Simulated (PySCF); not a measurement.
Delta-SCF ions had no search for a lower state. Excitations are Tamm–Dancoff values on a coarser integration grid. The basis has no diffuse functions, so Rydberg states are missing or too high.

Cartesian coordinates (Å):
```xyz
9

B     -1.8625    -0.2116     0.2514
B     -0.4317    -0.4077    -0.5824
O      0.7677     0.0421    -0.1828
B      1.9455     0.5023     0.2405
H     -2.2651    -1.0360     1.0227
H     -2.5945     0.7147     0.0444
H     -0.4582    -1.0022    -1.6369
H      2.2772     1.6061    -0.0856
H      2.6215    -0.2078     0.9287
```
Charge 0, multiplicity 1.

Task: Predict the S1 oscillator strength, HOMO–LUMO gap, LUMO, HOMO, S1–T1 gap (TDA), T1 excitation (TDA), vertical ionisation energy (Delta-SCF) and S1 excitation (TDA) from PySCF 2.14.0 with r2SCAN-D4/def2-TZVP.

Result: 
```yaml
S1 oscillator strength: 0.011
HOMO–LUMO gap: 4.32 eV
LUMO: -2.64 eV
HOMO: -6.96 eV
S1–T1 gap (TDA): 0.94 eV
T1 excitation (TDA): 3.54 eV
vertical ionisation energy (Delta-SCF): 10.06 eV
S1 excitation (TDA): 4.48 eV
```
